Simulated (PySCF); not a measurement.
Basis-set dependence of excited states

C₄H₆F₂O.
Cartesian coordinates in Å at the PBE0-D3(BJ)/def2-SVP level; atoms count from 1:
```
atom  x, y, z in Å
C1    -1.1016   -0.9052    0.2890
C2    -0.0754    0.0986   -0.1483
C3     1.3468   -0.4002   -0.1891
F4     1.7550   -0.7273    1.0581
F5     1.4270   -1.5156   -0.9465
C6    -0.2766    1.5404    0.0060
O7    -0.3997    0.9172   -1.2533
H8    -2.1024   -0.4538    0.2806
H9    -0.8750   -1.2645    1.3032
H10   -1.0955   -1.7672   -0.3932
H11    2.0300    0.3586   -0.6086
H12   -1.2103    1.8923    0.4620
H13    0.5836    2.2120    0.1279
```

TDDFT with PBE0 (PySCF), vertical singlets, core orbitals frozen in the response, spherical d and f functions. The structure is a single PBE0-D3(BJ)/def2-SVP conformer in the gas phase; no vibrational or solvent corrections.

```tsv
basis	functions	diffuse	S1 (eV)	S2 (eV)	S3 (eV)	S4 (eV)	S5 (eV)	LUMO (eV)	α (au)
6-31G*	110	no	8.51	9.14	9.64	9.94	10.21	2.50	43.4
def2-SVP	128	no	8.41	8.73	9.34	9.44	9.52	1.86	43.7
6-31+G*	138	yes	7.61	7.84	8.15	8.20	8.37	0.37	49.4
def2-SVPD	197	yes	7.90	8.24	8.42	8.65	8.67	0.63	52.3
aug-cc-pVDZ	215	yes	7.28	7.71	7.76	7.91	8.04	-0.06	53.2
def2-TZVP	253	no	8.29	8.37	8.73	9.08	9.13	1.34	50.3
```

Question: How much do these states and the polarisability depend on the basis?

Answer: States are compared by their number. Against the largest diffuse basis here (aug-cc-pVDZ, itself not a converged limit), sets without diffuse functions differ by up to 1.23 eV in S1 and 2.17 eV in S5; the smaller diffuse sets differ by up to 0.63 and 0.64 eV. State by state, the largest deviation of a set without diffuse functions is S1 1.23, S2 1.43, S3 1.88, S4 2.03, S5 2.17 eV. The same number needn't mean the same state in each row. Against aug-cc-pVDZ the polarisability deviates by -18% in 6-31G*, -18% in def2-SVP, -7% in 6-31+G*, -2% in def2-SVPD, -5% in def2-TZVP. A single + in a Pople set puts diffuse functions on heavy atoms only.

Without π bonds the low states may be Rydberg-like; a valence basis with one diffuse set may place them up to an eV too high.
